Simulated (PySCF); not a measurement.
## Assigning NMR signals

Cartesian coordinates in Å; atom numbers follow the order of the lines, from 1:
```xyz
17

F     2.560    0.056   -1.279
C     1.995   -0.555   -0.224
F     2.118   -1.875   -0.441
F     2.768   -0.270    0.841
C     0.594   -0.136    0.000
C    -0.322   -0.258    1.190
C    -1.431   -0.868    0.348
C    -0.728   -0.189   -0.833
F    -0.839   -0.698   -2.078
C    -0.930    1.311   -0.587
C    -0.008    1.107    0.605
H    -0.051   -0.534    2.194
H    -1.361   -1.952    0.302
H    -2.457   -0.562    0.548
H    -0.469    1.920   -1.360
H    -1.949    1.642   -0.398
H     0.503    1.872    1.161
```

In vacuum, a single conformation, one averaged value for each set of equivalent atoms, relativity neglected. Geometry: GFN2-xTB; σ from GIAO-PBE0/pcSseg-1; PySCF.

Referencing at the same level of theory: TMS for 13C (σref 186.93), 1H (σref 31.72).

Task: Assign these signals to the numbered atoms. 13C{1H} NMR (computed): δ 134.8 (C), 95.9 (C), 52.3 (C), 42.2 (CH2), 20.3 (CH).

Result: 
134.8 → C2, CF3 carbon: 3 electronegative neighbours deshield it
95.9 → C8, fully substituted sp3 carbon bonded to F: pulled downfield by the heteroatom
52.3 → C5, three-membered-ring carbon: aliphatic region, no heteroatom directly attached
42.2 → C7/C10, sp3 CH2 in a ring: a saturated carbon with 2 carbon neighbours and no heteroatom attached
20.3 → C6/C11, three-membered-ring carbon: carbons of three-membered rings are unusually shielded

Task: Assign these signals to the numbered atoms. 1H NMR (400 MHz, computed): δ 2.62 (m, 2H), 2.12 (m, 2H), 2.04 (m, 2H).

Result: 
| δ (ppm) | atoms | environment | reason |
| --- | --- | --- | --- |
| 2.62 | H13/H15 | hydrogen on an sp3 CH2 in a ring | – |
| 2.12 | H14/H16 | hydrogen on an sp3 CH2 in a ring | – |
| 2.04 | H12/H17 | hydrogen on a three-membered-ring carbon | – |

H14/H16 and H12/H17 lie closer than the usual error of such a calculation, so a measured spectrum could show them in the other order.

Splittings by 19F in the carbon and heteronuclear signals aren't shown, as no couplings were computed. Shifts are as computed. Against solution values, carbons near 30 ppm lie about +3 ppm off and those near 130 ppm about +5 ppm. Of 1211 compounds with measured shifts, 218 miss one by over three times the rms of a fit or turn the order of signals round; such compounds aren't used in these exercises. No couplings were computed; multiplicities are counted from neighbouring protons, with m where these are inequivalent, close in shift, in a saturated or five-membered ring or joined by F or P, and br s for small geminal =CH2 splittings.
